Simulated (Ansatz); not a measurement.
C2HAlF2O (`F[C]1=C[O][Al]1[F]`), relaxed with RKS PBE0-D4/def2-TZVP in Ansatz 0.2.0 from a PBE-D4/def2-SVP geometry. The force threshold is 0.005 eV/Å; the program also tests the step.

Total charge 0; spin multiplicity 1.

Start:

```xyz
7

F    -1.417    1.758   -0.154
C    -0.624    0.689   -0.038
C     0.689    0.577   -0.412
O     1.253   -0.668   -0.166
Al   -0.357   -1.131    0.497
F    -0.886   -2.565    1.148
H     1.342    1.340   -0.875
```

(1) By how much does the energy fall, and how many steps does the optimiser take? (An estimate is asked.)

(2) Which bonds change most? (Best estimate.)

(3) Give the relaxed structure. (Estimate.)

Answers

(1) The calculation gave: 0.06 eV, in 8 steps.

(2) The calculation gave: O4–Al5 from 1.801 to 1.756 Å; Al5–F6 from 1.662 to 1.632 Å; C2–Al5 from 1.916 to 1.892 Å.

(3) Computed: 
```xyz
7

F    -1.396    1.744   -0.155
C    -0.617    0.674   -0.036
C     0.673    0.577   -0.407
O     1.230   -0.668   -0.158
Al   -0.339   -1.123    0.488
F    -0.873   -2.525    1.131
H     1.321    1.321   -0.862
```
